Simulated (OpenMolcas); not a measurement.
# Rh IV: effect of the basis set

* Program: OpenMolcas
* Method: RASSCF
* Active space: 12 electrons in 8 orbitals (RAS1 4p, at most 2 holes; RAS2 4d)
* State averaging: 2S+1 = 5 even, 5 roots; 2S+1 = 3 even, 45 roots; 2S+1 = 1 even, 49 roots
* Spin-orbit coupling: RASSI with atomic mean-field integrals over the reference wave functions, term energies averaged over their components

A. ANO-R2 [7s5p4d2f1g], X2C, finite nucleus; cost about 70 core-seconds
B. ANO-RCC-VTZP [7s6p4d2f1g], DKH2, point nucleus; cost of the order of 50 core-seconds
C. ANO-RCC-VQZP [8s7p5d3f2g1h], DKH2, point nucleus; cost of the order of 80 core-seconds

Energies in cm-1 above 4d6 5D4.

```csv
Level,A,B,C
4d6 5D4,0.0,0.0,0.0
4d6 5D3,1551,1558,1563
4d6 5D2,2434,2442,2448
4d6 5D1,3013,3024,3031
4d6 5D0,3288,3299,3307
4d6 3P2(1),18927,18872,18833
4d6 3H6,21427,21376,21344
4d6 3H5,21736,21684,21650
4d6 3F3(1),22564,22511,22479
4d6 3H4 [63 %],23038,22991,22969
4d6 3F2(1),23158,23107,23078
4d6 3P1(1),23415,23374,23363
4d6 3P0(1),24072,24024,24000
4d6 3G5,26057,26006,25981
4d6 3G4,27193,27142,27118
4d6 3G3,27554,27505,27485
4d6 3D2,30731,30665,30619
4d6 3D1,31025,30963,30924
4d6 3D3,31344,31281,31241
4d6 1G4(1),32559,32495,32465
4d6 1I6,32897,32827,32784
4d6 1S0,34978,34911,34880
4d6 1D2(1),37988,37912,37863
4d6 1F3,43325,43235,43158
```

Among A to C the level of the table that moves most is 4d6 1F3, by 170 cm-1 (lowest in C, highest in A).

Without dynamic correlation excited terms often stand tens of per cent too high (terms of higher spin than the ground term too low), and those without a measured partner can miss by more than the paired ones. Active for correlation alone: 4p; no level in the range computed is led by a configuration that opens it, so any true level of that kind is missing. Only configurations of the active space appear. The table leaves out levels that lie high or whose names do not pair safely across all columns.

A share in square brackets marks a mixed level and gives the weight of the term that names it, the lowest over the columns. A number in round brackets counts repeated terms of one configuration in the order of the reference energies.
